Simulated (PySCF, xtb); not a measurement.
C₂H₇FOSi₂, SMILES C=C[Si@H](F)[SiH2]O.

GFN2-xTB (xtb) at its own geometry gives an orbital gap of 3.69 eV and a dipole moment of 0.53 D.

Coordinates come from a ωB97X-D3(BJ)/def2-SVP optimisation. The structure was generated by enumeration; whether it is a known compound was not checked. Other conformers were not sampled.

Problem. What does CAM-B3LYP/def2-TZVP (PySCF) give? (The exact figures need the calculation; the answer reports its results.)

Solution. gap 8.86 eV (levels -8.84 and 0.02 eV), dipole 1.36 D.
